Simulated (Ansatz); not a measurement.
Species: CH3Be, charge 1, multiplicity 1. It need not be the lowest isomer of its formula. 
Geometry from a B3LYP-D3(BJ)/def2-TZVP (Ansatz, a program for electronic structure) optimisation:
SMILES: [Be+][CH3]
```xyz
5

Be    -0.8799    -0.5103    -0.6899
C      0.3054     0.1771     0.2394
H      0.8533    -0.6116     0.7637
H     -0.1548     0.8538     0.9657
H      0.9889     0.7364    -0.4064
```
Charge +1, spin multiplicity 1.

Quantity: vertical triplet-singlet gap (E(triplet) - E(singlet); each state is the SCF solution reached for its spin; the molecule has degenerate orbitals, so one determinant may break the symmetry), in kJ/mol. Cores are frozen in the correlated levels unless marked. UHF or UKS for open shells. Spin-orbit coupling is left out. No relativistic terms. Basis-set limits of correlation are two-point, X^-3; Hartree-Fock from the larger set. [CCSD(T)-MP2]/basis is that difference in the basis named.

| level | program | vertical triplet-singlet gap (kJ/mol) |
|---|---|---|
| HF/def2-QZVPPD | Ansatz | 219.6 |
| PBE/def2-TZVPD | Ansatz | 329.4 |
| r2SCAN/def2-TZVPD | Ansatz | 308.8 |
| BHLYP/def2-TZVPD | Ansatz | 314.1 |
| wB97M-V/def2-TZVPD | Ansatz | 362.0 |
| wB97X-V/def2-TZVPD | Ansatz | 337.9 |
| B2PLYP/def2-TZVPD | Ansatz | 329.9 |
| MP2/def2-SVPD | Ansatz | 330.6 |
| RI-MP2/def2-TZVPPD | Ansatz | 333.1 |
| RI-MP2/def2-QZVPPD | Ansatz | 337.4 |
| RI-MP2/CBS(def2-TZVPPD,def2-QZVPPD) | Ansatz | 342.6 |
| CCSD/def2-SVPD | Ansatz | 322.9 |
| CCSD/def2-TZVPPD | Ansatz | 323.7 |
| CCSD/def2-QZVPPD | Ansatz | 326.7 |
| CCSD/CBS(def2-TZVPPD,def2-QZVPPD) | Ansatz | 331.0 |
| CCSD(T)/def2-SVPD | Ansatz | 328.9 |
| CCSD(T)/def2-TZVPPD | Ansatz | 331.2 |
| CCSD(T)/def2-QZVPPD | Ansatz | 334.6 |
| RI-MP2/CBS(def2-TZVPPD,def2-QZVPPD)+[CCSD(T)-MP2]/def2-TZVPPD | Ansatz | 340.7 |
| RI-MP2/CBS(def2-TZVPPD,def2-QZVPPD)+[CCSD(T)-MP2]/def2-QZVPPD | Ansatz | 339.9 |
| CCSD(T)/CBS(def2-TZVPPD,def2-QZVPPD) | Ansatz | 339.3 |
